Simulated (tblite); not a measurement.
Isomers of C6H6Cl2. Level: GFN2-xTB in tblite, geometry and Hessian alike; calculated harmonic values, unscaled, isolated species. The method is semi-empirical: single wavenumbers can be off by several per cent or more. One conformer each.

Electronic energies: GFN2-xTB at the same geometries; isomer energies are rough at this level and their order can be wrong.

```
                                       SMILES  electronic energy, lowest = 0 (kJ/mol)
Cl[C@@H]1[C@H]2[C@H](Cl)[C@H]3[C@@H]1[C@@H]23                                    88.8
                ClC1=C[C@@H]2C[C@@H]2[C@H]1Cl                                     0.0
                             ClC(Cl)C1=CC=CC1                                    12.5
```

Problem. How do GFN2-xTB zero-point energies change the relative energies?

Solution. 
```tsv
SMILES	ZPE (kJ/mol)	of it from modes above 1550 cm⁻¹	electronic (kJ/mol)	with ZPE, lowest = 0 (kJ/mol)	lowest mode (cm⁻¹)	rings
ClC1=C[C@@H]2C[C@@H]2[C@H]1Cl	266.1	120.4	0.0	0.0	99	2
ClC(Cl)C1=CC=CC1	260.9	128.7	12.5	7.3	39	1
Cl[C@@H]1[C@H]2[C@H](Cl)[C@H]3[C@@H]1[C@@H]23	267.8	109.8	88.8	90.4	134	3
```

The zero-point energies span 6.9 kJ/mol, from `ClC(Cl)C1=CC=CC1` to `Cl[C@@H]1[C@H]2[C@H](Cl)[C@H]3[C@@H]1[C@@H]23`. The order is unchanged.

Problem. What do entropy and thermal enthalpy add at 298.15 K and 1 bar (rigid rotor, harmonic oscillator, one conformer each)?

Solution. 
```csv
SMILES,point group,symmetry number,S (J/(mol K)),H − H(0) (kJ/mol),ZPE + H − H(0) − TS (kJ/mol)
ClC1=C[C@@H]2C[C@@H]2[C@H]1Cl,C1,1,359.4,21.44,180.4
ClC(Cl)C1=CC=CC1,Cs,1,379.0,23.26,171.1
Cl[C@@H]1[C@H]2[C@H](Cl)[C@H]3[C@@H]1[C@@H]23,Cs,1,349.8,20.07,183.5
```
